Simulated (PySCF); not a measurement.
## Nuclear quadrupole coupling in `C[SiH2]C1=C(Cl)C[SiH2][C@H]1F`

Compound: C5H10ClFSi2.
Geometry (GFN2-xTB, Å), atoms numbered from 1 in this order:
```xyz
19
C5H10ClFSi2 angstrom
C      2.9220    0.5580    0.1706
Si     1.7977   -0.9645    0.0905
C     -0.0042   -0.3884    0.1034
C     -1.0334   -1.1947   -0.1350
Cl    -0.7839   -2.8595   -0.5210
C     -2.4525   -0.7214   -0.1048
Si    -2.2991    1.1215    0.3617
C     -0.3747    1.0320    0.4398
F      0.0830    1.3437    1.7216
H      2.7314    1.1420    1.0656
H      3.9659    0.2615    0.1861
H      2.7798    1.2084   -0.6884
H      2.0188   -1.8427    1.2449
H      2.0338   -1.6896   -1.1651
H     -2.9176   -0.8870   -1.0776
H     -3.0239   -1.3133    0.6115
H     -2.7514    2.0178   -0.7036
H     -2.8542    1.4529    1.6694
H      0.1526    1.7325   -0.2166
```

Field gradients from the PBE0/pcSseg-1 density (PySCF, non-relativistic), principal values in atomic units, ordered |Vxx| ≤ |Vyy| ≤ |Vzz|:

```
atom      Vxx      Vyy     Vzz
 Cl5  -1.5720  -2.0677  3.6397
```

Problem. Find the asymmetry η = (Vxx − Vyy)/Vzz and the couplings χ = eQV/h (234.96 MHz × Q in barn × V in au), with Q(35Cl) = −0.0817 b.

Solution. 
```tsv
atom	environment	nucleus	η	χzz (MHz)	χxx (MHz)	χyy (MHz)
Cl5	vinyl chlorine	35Cl	0.14	-69.87	30.18	39.69
```

The tensor is traceless: Vxx + Vyy + Vzz = 0.

Problem. What is Vzz at Cl5 in SI units (1 au = 9.71736 × 10²¹ V/m²)?

Solution. 3.6397 au = 35.369 × 10²¹ V/m².

Problem. And the gradient at the other heavy atoms, for which no coupling is worked out here?

Solution. 
```csv
atom,environment,Vzz (au),η
C1,Si-methyl carbon,-0.040,0.69
Si2,SiH2 silicon,0.205,0.46
C3,fully substituted alkene carbon,0.251,0.73
C4,vinylic C–Cl carbon,-0.409,0.42
C6,sp3 carbon bound to silicon,0.130,0.68
Si7,SiH2 silicon,0.260,0.30
C8,sp3 C–F carbon,0.547,0.31
F9,alkyl fluorine,3.073,0.04
```

Problem. What couplings would deuterons (Q(2H) = 0.00286 b) have in place of the hydrogens, at this geometry?

Solution. 
```json
{"atom": "H10", "bonded to": "C1", "bond length (Å)": "1.086", "Vzz (au)": "0.3227", "η": "0.02", "χzz (kHz)": "217"}
{"atom": "H11", "bonded to": "C1", "bond length (Å)": "1.085", "Vzz (au)": "0.3272", "η": "0.01", "χzz (kHz)": "220"}
{"atom": "H12", "bonded to": "C1", "bond length (Å)": "1.087", "Vzz (au)": "0.3247", "η": "0.01", "χzz (kHz)": "218"}
{"atom": "H13", "bonded to": "Si2", "bond length (Å)": "1.467", "Vzz (au)": "0.1605", "η": "0.01", "χzz (kHz)": "108"}
{"atom": "H14", "bonded to": "Si2", "bond length (Å)": "1.469", "Vzz (au)": "0.1587", "η": "0.01", "χzz (kHz)": "107"}
{"atom": "H15", "bonded to": "C6", "bond length (Å)": "1.091", "Vzz (au)": "0.3109", "η": "0.04", "χzz (kHz)": "209"}
{"atom": "H16", "bonded to": "C6", "bond length (Å)": "1.091", "Vzz (au)": "0.3105", "η": "0.04", "χzz (kHz)": "209"}
{"atom": "H17", "bonded to": "Si7", "bond length (Å)": "1.464", "Vzz (au)": "0.1613", "η": "0.00", "χzz (kHz)": "108"}
{"atom": "H18", "bonded to": "Si7", "bond length (Å)": "1.459", "Vzz (au)": "0.1650", "η": "0.02", "χzz (kHz)": "111"}
{"atom": "H19", "bonded to": "C8", "bond length (Å)": "1.095", "Vzz (au)": "0.2919", "η": "0.08", "χzz (kHz)": "196"}
```

Isolated species at its GFN2-xTB geometry (one conformer only). GFN2-xTB bond lengths can be off by several hundredths of an ångström, more for odd bonds, and the gradients follow them. The small basis limits the accuracy of the gradients.

The run behind these numbers computed NMR shieldings as well. Hardware: one thread of an Arm Neoverse N1, shared host with 64 logical CPUs at a one-minute load of 62. Cost: 92 s wall, 1.1 GiB resident at most.
